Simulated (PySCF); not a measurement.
A structure optimised at ωB97X-D3(BJ)/def2-SVP, used in a PySCF frequency run:

```
N
C 1 1.4572
H 2 1.0982 1 109.62
H 2 1.1030 3 108.73 1 -119.70
H 2 1.1058 3 108.66 4 -117.79
C 1 1.4572 2 114.58 3 -175.48
H 6 1.0982 1 109.62 2 175.48
H 6 1.1030 7 108.73 1 119.70
H 6 1.1058 7 108.66 8 117.79
Se 1 1.7668 2 119.42 3 33.11
F 10 1.7956 1 102.23 2 75.01
```

**Question.** Write its SMILES, formula and point group.

**Answer.** CN(C)[Se]F, C2H6FNSe, Cs

**Question.** What are its rotational constants (standard atomic weights)?

**Answer.** 4.9828, 2.1912, 2.1757 GHz
